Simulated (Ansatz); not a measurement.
Start from `C1[SiH2][SiH2][SiH2]1` and change one atom or group to get `N[SiH]1C[SiH2][SiH2]1`.

Ansatz, PBE0-D4/def2-TZVP geometries, multiplicity 1. Each molecule was computed in one conformer, which needn't be the lowest.

| property | `C1[SiH2][SiH2][SiH2]1` |
| --- | --- |
| size of the dipole moment (ωB97M-V/def2-TZVPP) / D | 0.56 |
| LUMO energy (PBE0/def2-TZVPP) / eV | -0.49 |
| size of the dipole moment (B3LYP/def2-TZVPP) / D | 0.56 |
| HOMO energy (B3LYP/def2-TZVPP) / eV | -7.04 |
| HOMO–LUMO gap (B3LYP/def2-TZVPP) / eV | 6.45 |
| HOMO energy (PBE/def2-TZVPP) / eV | -6.24 |

Task: Give the same properties after the change, and the shifts. (An estimate is asked.)

Result: The calculation gave: 
```tsv
property	`N[SiH]1C[SiH2][SiH2]1`	shift
size of the dipole moment (ωB97M-V/def2-TZVPP) / D	1.75	1.19
LUMO energy (PBE0/def2-TZVPP) / eV	-0.48	0.01
size of the dipole moment (B3LYP/def2-TZVPP) / D	1.76	1.20
HOMO energy (B3LYP/def2-TZVPP) / eV	-6.40	0.64
HOMO–LUMO gap (B3LYP/def2-TZVPP) / eV	5.79	-0.66
HOMO energy (PBE/def2-TZVPP) / eV	-5.51	0.73
```

Dipoles are sizes alone; their direction can turn.

Positive LUMOs are unbound, so they and the gaps depend on the basis.

B3LYP here is the variant with VWN-RPA as its local correlation; programs differ in this.
